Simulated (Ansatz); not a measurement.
`C=C[SiH](C)O` + `O[SiH2]F` → `C[Si@H](O)[Si@H](O)F` + `C=C`  (formal exchange of groups at the Si–C bond)

Isolated molecules relaxed with PBE0-D4/def2-TZVP in Ansatz; ΔE leaves out vibrations. CCSD(T)/CBS is the MP2 limit (def2-TZVPP, def2-QZVPP) plus CCSD(T) − MP2 in def2-TZVPP, frozen cores. This one scheme is used for every species. DFT in def2-TZVPP. One conformer a species, not always the lowest.

| level | ΔE (kcal/mol) | difference from CCSD(T)/CBS |
| --- | --- | --- |
| LDA (SPW92) | 2.6 | -3.0 |
| r2SCANh-D4 | 4.6 | -1.0 |
| r2SCAN0-D4 | 5.0 | -0.6 |
| ωB97M-V | 5.9 | 0.3 |
| r2SCAN0 | 5.1 | -0.5 |
| CAM-B3LYP | 5.1 | -0.5 |
| CCSD(T)/def2-SVP | 5.6 | 0.0 |
| CCSD/def2-TZVPP | 6.1 | 0.5 |
| SCS-MP2/def2-QZVPP | 7.4 | 1.8 |
| HF/CBS(def2) | 7.7 | 2.1 |
| CCSD(T)/CBS | 5.6 | 0 |

Largest T1 diagnostic among the species: 0.012.

From BLYP to BHLYP (50 % exact exchange), in def2-TZVPP and without D4, ΔE moves by +2.5 kcal/mol. Leaving LDA and LC-ωPBE aside and taking each functional with its dispersion term where it has one, the values, not all of them listed here, spread over 4.3 kcal/mol, from PBE-D4 to ωB97M-V. LDA lies +0.8 kcal/mol from PBE without D4.
